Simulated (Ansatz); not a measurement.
CH6B2, SMILES `BCB` (charge 0, multiplicity 1).

Cartesian coordinates (Å):
```xyz
9

B      1.2460    -0.1591    -0.2967
C     -0.1152     0.5792    -0.2210
B     -1.1676    -0.3743     0.4014
H      1.7831    -0.3688    -1.3455
H      1.7699    -0.5438     0.7086
H     -0.4257     1.0693    -1.1421
H      0.0543     1.3063     0.5947
H     -2.1391    -0.7136    -0.2098
H     -1.0057    -0.7952     1.5104
```
Charge 0, spin multiplicity 1.

Frozen-core energies in 6-31g from Ansatz (a program for electronic structure) at a geometry from PBE0-D3(BJ)/def2-TZVP; the HF reference has <S^2> = 0.00 and the T1 diagnostic is 0.011.

```json
[
 {"level": "HF", "energy (Ha)": "-90.65505"},
 {"level": "MP2", "energy (Ha)": "-90.84773"},
 {"level": "CCSD", "energy (Ha)": "-90.88505"}
]
```

Q: Estimate the energies of CCSD(T), CCSDT and CCSDT(Q), and give each level's difference from CCSDT(Q).

A: 
| level | energy (Ha) | difference from CCSDT(Q) (mHa) |
|---|---|---|
| MP2 | -90.84773 | 43.71 |
| CCSD | -90.88505 | 6.39 |
| CCSD(T) | -90.89046 | 0.98 |
| CCSDT | -90.89126 | 0.18 |
| CCSDT(Q) | -90.89144 | 0.00 |
